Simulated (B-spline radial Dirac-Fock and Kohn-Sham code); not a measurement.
EELS cross sections of the Pd M4 (3d3/2) edge

System: atomic palladium in the configuration 1s2 2s2 2p6 3s2 3p6 3d10 4s2 4p6 4d10. Calculated with a radial atomic solver, using the first Born approximation with generalised oscillator strengths from a Dirac-Hartree-Slater potential (longitudinal and transverse terms; continuum final states only, so no white lines or fine structure). The edge is taken at 340.5 eV (tabulated value).

Input of the calculation (task.json; shells as n, l, electrons):

```json
{"items": [{
  "Z": 46,
  "q": 0,
  "cfg": [[1, 0, 2], [2, 0, 2], [2, 1, 6], [3, 0, 2], [3, 1, 6], [3, 2, 10], [4, 0, 2], [4, 1, 6], [4, 2, 10]],
  "A": 106,
  "rrms": 4.5318,
  "do": "eels",
  "beams": [[60, 20], [60, 50], [60, 100], [80, 10], [80, 50], [100, 5], [100, 10], [120, 10], [120, 20], [120, 100], [200, 5], [200, 50], [200, 100], [300, 50]],
  "edges": {"M4": 340.5}
}]}
```

Launch: `python xray2_run.py task.json out`

Partial cross sections σ(β, Δ) in barn, integrated over a window Δ above the edge and up to the collection semi-angle β, for parallel illumination:

```
E₀ (kV)  β (mrad)  Δ = 25 eV  Δ = 50 eV  Δ = 100 eV  Δ = 200 eV  Δ = 300 eV
     60        20        351       2430        9350       18700       23800
     60        50        574       3370       12700       26200       34200
     60       100        695       3690       13700       28400       37400
     80        10        210       1520        5850       11500       14500
     80        50        499       2880       10900       22500       29400
    100         5        122        895        3400        6560        8100
    100        10          ?          ?           ?           ?           ?
    120        10        195       1410        5470       10900       13800
    120        20        283       1890        7320       14900       19200
    120       100        442       2400        8930       18600       24500
    200         5        123        912        3530        7010        8830
    200        50        323       1810        6820       14200       18700
    200       100        332       1830        6870       14300       18900
    300        50        274       1550        5830       12100       16000
```

**Question.** Give the row for 100 kV and 10 mrad.

**Answer.** 202 b for 25 eV, 1460 b for 50 eV, 5650 b for 100 eV, 11200 b for 200 eV, 14200 b for 300 eV.
